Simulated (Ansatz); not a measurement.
Geometry optimisation, Ansatz 0.2.0, RKS PBE-D4/def2-SVP.

Input:

```yaml
crystal:
  periodic: [false, false, false]
  atoms:
    - { symbol: W, position_ang: [-0.436108, 0.201278, -0.352544] }
    - { symbol: Cl, position_ang: [1.845468, 0.243229, 2.406826] }
    - { symbol: H, position_ang: [1.362352, -0.801358, 1.709074] }
    - { symbol: H, position_ang: [0.13119, 1.813421, -0.220353] }
    - { symbol: Cl, position_ang: [-2.583919, -0.238138, -0.005521] }
    - { symbol: H, position_ang: [0.722556, -1.050404, -0.323771] }
    - { symbol: H, position_ang: [-0.490238, -0.168027, -1.992411] }
basis:
  gaussian: { orbitals: def2-SVP }
hamiltonian:
  xc: pbe
  dispersion: d4
relax:
  f_tol: 0.03
  max_steps: 50
output:
  orbitals: {}
```

Run as:

```bash
$ ansatz run input.yaml --threads 2 --pin off --max-ram 3072MiB --backend cpu --events-out ev --progress --plain --runs-dir out
```

**Question.** Where does it end, and by what steps?

**Answer.** The run converged. After 14 steps the energy has fallen by 2.956 eV; Cl2 moved furthest, 1.26 Å. Parted: Cl2–H3. Joined: W1–Cl2, W1–H3.

```tsv
step	energy less start (eV)	largest force component (eV/Å)	accepted
0	0.0000	0.596	yes
1	-0.1525	0.387	yes
2	-0.3756	0.761	yes
3	-0.6731	1.532	yes
4	-1.0180	2.042	yes
5	-1.6451	1.581	yes
6	-2.1416	1.278	yes
7	-2.4911	0.570	yes
8	-2.6655	0.669	yes
9	-2.8186	0.344	yes
10	-2.9024	0.329	yes
11	-2.9388	0.278	yes
12	-2.9554	0.062	yes
13	-2.9558	0.046	yes
14	-2.9561	0.015	yes
```

```xyz
7
Properties=species:S:1:pos:R:3
W -0.079 -0.004 0.207
Cl 0.951 1.047 2.040
H 0.914 -1.153 0.922
H 0.518 1.456 -0.364
Cl -2.279 -0.142 0.582
H 0.357 -1.368 -0.702
H 0.168 0.164 -1.464
```

Whether the end is a true minimum wasn't checked by a vibrational analysis.

Run time: 38 s on 2 threads of AMD EPYC 7R43 64-Core Processor (Zen 3), with other jobs on the host, peak memory 0.15 GiB.
